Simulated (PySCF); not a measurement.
**A series of related molecules**

Computed with PySCF, TDDFT CAM-B3LYP/def2-SVPD circular dichroism and optical rotation, one conformer, gas phase. Geometry: GFN2-xTB.

Each molecule in one low-energy conformer. The parent is C[C@@H](F)O[C@H]1CO1.

The molecule is flexible and this is one conformer; a measurement averages over conformers.

(1) How does the specific rotation at 589.3 nm (origin-invariant length gauge) change along this series?
- C[C@@H](F)O[C@H]1CO1 (base)
- C[C@@H](F)O[C@@H]1CO1 (diastereomer)

## Answers

(1) 
| molecule | [α]589 (deg dm⁻¹ (g/mL)⁻¹) | S1 (eV) | R(S1), velocity form (10⁻⁴⁰ esu² cm²) |
| --- | --- | --- | --- |
| C[C@@H](F)O[C@H]1CO1 | -173.2 | 8.28 | -1.2 |
| C[C@@H](F)O[C@@H]1CO1 | +23.2 | 8.24 | -13.9 |

The specific rotation at 589.3 nm (origin-invariant length gauge) is lowest for C[C@@H](F)O[C@H]1CO1 and highest for C[C@@H](F)O[C@@H]1CO1.
